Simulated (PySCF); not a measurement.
## Cl²⁺ (chlorine, charge +2) across methods

[Ne] 3s2 3p2 3d1, one real determinant (an excited configuration). Calculation: PySCF 2.14, in aug-cc-pV(T+d)Z with one added diffuse shell each of s, p, d, f type (7s6p5d3f, 71 functions); the non-relativistic Hamiltonian (point nucleus).

```tsv
method	E (hartree)	mean ε 3s β (eV)	mean ε 3p α (eV)	mean ε 3d α (eV)	Σ⟨r²⟩ (bohr²)	⟨S²⟩
UHF	-457.50543	-48.846	-41.496	-19.754	17.80	3.751
TPSS	-458.1555	-43.933	-34.709	-16.731	17.27	3.750
MN15	-458.0100	-45.883	-37.100	-18.117	17.21	3.750
LDA	-456.6284	-44.190	-34.415	-16.497	17.34	3.750
r2SCAN	-458.0851	-44.144	-35.061	-16.729	17.35	3.750
PBE0	-457.9756	-45.572	-36.399	-17.613	17.37	3.750
r2SCAN0	-458.0790	-45.675	-36.814	-17.649	17.39	3.751
PBE	-457.9520	-43.964	-34.460	-16.649	17.33	3.750
```

Task: Estimate the same row for wB97X-V.

Result: E (hartree) = -458.0480; mean ε 3s β (eV) = -48.392; mean ε 3p α (eV) = -38.771; mean ε 3d α (eV) = -19.760; Σ⟨r²⟩ (bohr²) = 17.35; ⟨S²⟩ = 3.750.

⟨L²⟩ = 7.98 against 12 for a pure F term, so this real determinant mixes terms. The outer electron is Rydberg-like, and this basis confines it to a smaller radius and binds it less than a complete one would.
